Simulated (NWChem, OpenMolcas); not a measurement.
**From NWChem to OpenMolcas**

This NWChem 7.3.0 job computes InPH4O (SMILES O[PH][InH2]):

job.nw:
```
start job
memory stack 720 mb heap 180 mb global 900 mb
geometry units angstroms noautosym nocenter noautoz
O     -1.844500     0.146900     0.079200
P     -0.622800    -0.370000    -0.935500
In     1.396900     0.365900     0.345900
H     -2.634300     0.311800    -0.441900
H     -0.483700    -1.722100    -0.492200
H      1.278200     1.623200     1.518000
H      2.910100    -0.355700    -0.073500
end
basis spherical bse
O library def2-SVPD
P library def2-SVPD
In library def2-SVPD
H library def2-SVPD
end
ecp bse
In library def2-SVPD
end
dft
xc pbe0
mult 1
grid fine
convergence energy 1e-08
iterations 100
mulliken
end
task dft gradient
```

```bash
$ nwchem job.nw > job.out
```

Geometry: relaxed at PBE0-D4/def2-TZVP. This is one conformer, not always the lowest.

It gives a total energy of -608.722583 Eh.

Problem. Translate the job to OpenMolcas 26.06 as an input file of the program's own.

Solution. This input was run:

run.input:
```
* H4InOP Kohn-Sham DFT

&GATEWAY
  BASLIB=$CurrDir
  COORD
  7
  angstrom
  O       -1.844500       0.146900       0.079200
  P       -0.622800      -0.370000      -0.935500
  In       1.396900       0.365900       0.345900
  H       -2.634300       0.311800      -0.441900
  H       -0.483700      -1.722100      -0.492200
  H        1.278200       1.623200       1.518000
  H        2.910100      -0.355700      -0.073500
  BASIS=def2-SVPD
  GROUP=NoSym

&SEWARD
  GRIDINPUT
  Grid=UltraFine
  End of Grid

&SCF
  KSDFT=PBE0
  THRESHOLDS=1e-10 1e-07 1e-07 1e-05
  PRORBITALS=1 2

&ALASKA
```

```bash
$ export MOLCAS_MEM=1860
$ pymolcas run.input > run.log
```

(Basis files named in the input come from the Basis Set Exchange and aren't shown.)

Its energy is -608.722580 Eh, 0.003 mEh from the first.
